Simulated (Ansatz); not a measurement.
The same molecule with X = B, Al, Ga. Ansatz, PBE0-D4/def2-TZVP geometries, multiplicity 1.

Scalar relativity is left out up to krypton.

```tsv
X	molecule	mean X–C bond length / Å	mean X–H bond length / Å	HOMO energy (PBE/def2-TZVPP) / eV	LUMO energy (ωB97M-V/def2-TZVPP) / eV	HOMO energy (B3LYP/def2-TZVPP) / eV
B	`BC(F)[SiH3]`	1.519	1.195	-7.01	0.36	-8.20
Ga	`F[CH]([SiH3])[GaH2]`	1.990	1.567	-6.36	-0.11	-7.45
```

(1) Give the row for X = Al, `F[CH]([AlH2])[SiH3]`. (Estimate.)

Results:

(1) Computed: 
```tsv
X	molecule	mean X–C bond length / Å	mean X–H bond length / Å	HOMO energy (PBE/def2-TZVPP) / eV	LUMO energy (ωB97M-V/def2-TZVPP) / eV	HOMO energy (B3LYP/def2-TZVPP) / eV
Al	`F[CH]([AlH2])[SiH3]`	1.978	1.584	-6.36	-0.11	-7.50
```

From B to Ga the mean X–C bond length rises at each step, by 0.471 Å in all; the mean X–H bond length isn't monotonic: highest at Al, lowest at B; the HOMO energy (PBE/def2-TZVPP) isn't monotonic: highest at Al, lowest at B; the LUMO energy (ωB97M-V/def2-TZVPP) isn't monotonic: highest at B, lowest at Al; the HOMO energy (B3LYP/def2-TZVPP) rises at each step, by 0.75 eV in all.

B3LYP here is the variant with VWN-RPA as its local correlation; programs differ in this.
